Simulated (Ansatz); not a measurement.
Mulliken charges of `[NH2][In]([NH2])[Br]` from PBE/def2-TZVPP in Ansatz (PBE0-D4/def2-TZVP geometry).

```csv
atom,x (Å),y (Å),z (Å),charge (e)
N1,-0.807,1.672,0.052,-0.445
In2,-0.187,-0.200,-0.342,0.681
N3,0.819,-1.443,0.875,-0.445
Br4,-1.148,-1.237,-2.373,-0.380
H5,-1.123,2.191,-0.755,0.154
H6,-0.188,2.254,0.598,0.140
H7,1.200,-2.261,0.421,0.154
H8,1.527,-1.033,1.467,0.140
```

**Question.** By hand: the dipole of these point charges (1 e Å = 4.8032 D).

**Answer.** Σ q r = (0.503, 0.392, 0.494) e Å, of length 0.807 e Å = 3.88 D.

**Question.** How does the dipole of the full density compare? (Estimate.)

**Answer.** The calculation gave: (0.525, 0.353, 0.299) e Å, 3.36 D; the point charges give 1.15 times that, at 13° from its direction.

Point charges leave out the atoms' own dipoles, such as those of lone pairs, and Mulliken's split depends on the basis, so the two needn't agree.
